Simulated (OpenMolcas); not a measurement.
## Si3+: effect of the level shift or regulariser

```
Program             : OpenMolcas
Basis               : ANO-R2 [5s4p3d1f]
Scalar Hamiltonian  : X2C, finite nucleus
Active space        : 1 electron in 4 orbitals (3s 3p)
State averaging     : 2S+1 = 2 even, 1 root; 2S+1 = 2 odd, 3 roots
Spin-orbit coupling : state interaction with AMFI integrals over the reference wave functions, term energies averaged over their components
```

Methods on the same reference wave functions:
A. CASSCF
B. SS-CASPT2, IPEA 0.25 Eh, imaginary shift 0.1 Eh (closed shells correlated: 2s 2p)
C. SS-CASPT2, IPEA 0.25 Eh, sigma2 regulariser 0.3 Eh (closed shells correlated: 2s 2p)

Energies in eV above 3s ²S_1/2, the measured ground level; measured values from NIST levels in Kelleher and Podobedova, J. Phys. Chem. Ref. Data 37, 1285 (2008).

```tsv
Level	A	B	C	Measured
3s ²S_1/2	0.0000	0.0000	0.0000	0.0000
3p ²P°_1/2	8.7977	8.843	8.843	8.8385
3p ²P°_3/2	8.8447	8.890	8.890	8.8957
```

Deviations, from unrounded energies. A percentage is the sum of absolute deviations over the sum of measured energies, with the sign that they share, or ± where signs differ.

```json
{"Against measurement": "mean absolute deviation (cm-1)", "Levels": "2", "A": "370", "B": "41", "C": "41"}
{"Against measurement": "other configurations (%)", "Levels": "2", "A": "-0.5", "B": "±0.1", "C": "±0.1"}
```

B, C lie about equally close to measurement and A furthest from it. The largest miss of B in the table is 3p ²P°_3/2, by -45 cm-1. The ranking rests on the paired levels alone, and a cruder setting can come out closer through cancelling errors.

Between B and C no level of the table moves by more than 5 cm-1.

The two smallest mean deviations differ by little beside CASPT2's spread within terms, so their order carries little weight.

The lowest spin-free term lies below A's lowest term by 0.214 hartree in B, 0.214 hartree in C.

With one active electron the reference holds no correlation, so core polarisation is missing (holds for A). With one active electron, CASPT2 adds the correlation within the correlated inactive shells and between them and that electron, and leaves the splitting within a term as the reference gives it (holds for B; C). Computed and measured levels are paired by configuration, term and J; levels that our copy of the source lacks, or whose pairing is in doubt (as where it misses far off the trend of its configuration), stay unpaired and out of the deviations. Levels of configurations outside the active space are missing.

° marks odd parity.
